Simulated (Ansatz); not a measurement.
Geometry optimisation, DFT PBE-D3(BJ), scalar-relativistic, plane waves, PAW (Ansatz 0.2.0).

Input:

```yaml
crystal:
  lattice:
    - [5.105311, 0.0, 0.0]
    - [2.552655, 4.421329, 0.0]
    - [0.0, 0.0, 17.168469]
  atoms:
    - { symbol: Cu, position: [0.1666667, 0.1666667, 0.0582463] }
    - { symbol: Cu, position: [0.6666667, 0.1666667, 0.0582463] }
    - { symbol: Cu, position: [0.1666667, 0.6666667, 0.0582463] }
    - { symbol: Cu, position: [0.6666667, 0.6666667, 0.0582463] }
    - { symbol: Cu, position: [-0.1666667, 0.3333333, 0.1796453] }
    - { symbol: Cu, position: [0.3333333, 0.3333333, 0.1796453] }
    - { symbol: Cu, position: [-0.1666667, 0.8333333, 0.1796453] }
    - { symbol: Cu, position: [0.3333333, 0.8333333, 0.1796453] }
    - { symbol: Cu, position: [0.0, 0.0, 0.3010443] }
    - { symbol: Cu, position: [0.5, 0.0, 0.3010443] }
    - { symbol: Cu, position: [0.0, 0.5, 0.3010443] }
    - { symbol: Cu, position: [0.5, 0.5, 0.3010443] }
    - { symbol: F, position: [0.6722157, 0.1614594, 0.4350108] }
    - { symbol: H, position: [0.737086, -0.0277045, 0.4583093] }
basis:
  ecutwfc: 420.0
kpoints:
  mp_grid: { grid: [4, 4, 1] }
hamiltonian:
  xc: pbe
  dispersion: d3bj
scf:
  occupations: { method: fermi_dirac, width: 0.15 }
  lower_state_search: "off"
relax:
  f_tol: 0.03
  max_steps: 60
  adjacent_minimum: "off"
  constraints: [{ sites: [0, 1, 2, 3] }]
output:
  write_density: true
  write_potential: true
  elf: true
  volumetric_format: npy
```

Launched with:

```bash
$ ansatz run input.yaml --threads 4 --pin off --max-ram 10240MiB --backend cpu --events-out ev --progress --plain --runs-dir out
```

Task: Where does it end, and by what steps?

Result: The run converged. The force dipped under the threshold on the way, but the program's further checks kept it going. Limits of this set-up: coarse k mesh, thin slab, slab without dipole correction, a typed lattice constant that wasn't relaxed here. After 22 steps the energy has fallen by 0.233 eV; F13 moved furthest, 1.29 Å.

| step | energy less start (eV) | largest force component (eV/Å) | accepted |
| --- | --- | --- | --- |
| 0 | 0.0000 | 0.582 | yes |
| 1 | -0.1046 | 1.339 | yes |
| 2 | -0.1283 | 2.191 | yes |
| 3 | -0.1675 | 2.128 | yes |
| 4 | -0.2096 | 0.551 | yes |
| 5 | -0.2115 | 0.459 | yes |
| 6 | -0.2160 | 0.042 | yes |
| 7 | -0.2127 | 0.553 | no |
| 8 | -0.2182 | 0.135 | yes |
| 9 | -0.2195 | 0.082 | yes |
| 10 | -0.2209 | 0.036 | yes |
| 11 | -0.2216 | 0.207 | yes |
| 12 | -0.2235 | 0.180 | yes |
| 13 | -0.2268 | 0.120 | yes |
| 14 | -0.2200 | 0.680 | no |
| 15 | -0.2293 | 0.015 | yes |
| 16 | -0.2308 | 0.082 | yes |
| 17 | -0.2305 | 0.293 | no |
| 18 | -0.2318 | 0.044 | yes |
| 19 | -0.2325 | 0.036 | yes |
| 20 | -0.2328 | 0.120 | yes |
| 21 | -0.2330 | 0.017 | yes |
| 22 | -0.2330 | 0.017 | yes |

```xyz
14
Lattice="5.1053 0.0000 0.0000 2.5527 4.4213 0.0000 0.0000 0.0000 17.1685" Properties=species:S:1:pos:R:3
Cu 1.276 0.737 1.000
Cu 3.829 0.737 1.000
Cu 2.553 2.948 1.000
Cu 5.105 2.948 1.000
Cu -0.001 1.473 3.045
Cu 2.553 1.476 3.042
Cu 1.279 3.687 3.040
Cu 3.826 3.685 3.044
Cu 0.002 0.003 5.095
Cu 2.551 0.000 5.074
Cu 1.275 2.214 5.079
Cu 3.829 2.213 5.090
F 4.620 -0.236 7.853
H 3.908 -0.586 7.338
```

Whether the end is a true minimum wasn't checked by a vibrational analysis.

Run time: 2.5 min on 4 threads of Intel(R) Xeon(R) 6975P-C (Granite Rapids), on a shared host, peak memory 1.8 GiB.
